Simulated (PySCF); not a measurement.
These are PBE-D3(BJ)/def2-TZVP // PBE0-D3(BJ)/def2-TZVP run with PySCF 2.14.0 values and carry that method's errors. Gas-phase values, no solvent. 

Reference species (SMILES): `[AlH][I]` (neutral, multiplicity 2).

```
Property        Value
-------------  ------
dipole moment  1.15 D
```

Changed species: `[I][Al][I]` (radical fragment; the reference has radical fragment).

Problem. What does the change do to the dipole moment?

Solution. the dipole moment falls by 0.26 D, to 0.89 D.
